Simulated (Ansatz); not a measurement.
Species: BH$_{2}$ (charge -1, singlet). 
Geometry from a B3LYP-D3(BJ)/def2-TZVP (Ansatz, an electronic-structure program) optimisation:
```
B
H 1 1.2491
H 1 1.2491 2 101.33
```
Charge -1, spin multiplicity 1.

Basis-set convergence of Hartree-Fock and MP2 correlation energies (hartree) with Ansatz. Cores are frozen in the correlated levels unless marked. Spin-orbit coupling is left out. Non-relativistic.

The Hartree-Fock reference is unstable (checked in the largest basis), which strains HF and MP2. 

```json
[
 {"basis": "def2-SVPD", "functions": "36", "E(HF)": "-25.68469", "E(corr, MP2)": "-0.10187"},
 {"basis": "def2-TZVPPD", "functions": "71", "E(HF)": "-25.71828", "E(corr, MP2)": "-0.12027"},
 {"basis": "def2-QZVPPD", "functions": "129", "E(HF)": "-25.72099", "E(corr, MP2)": "-0.12728"}
]
```

Extrapolating the two largest sets (X = 3 and 4) as X^-3: E(corr) = (64·(-0.12728) - 27·(-0.12027))/37 = -0.1324 Eh, an estimate of the basis-set limit. The largest set recovers 96.1 % of it, the smallest 76.9 %.
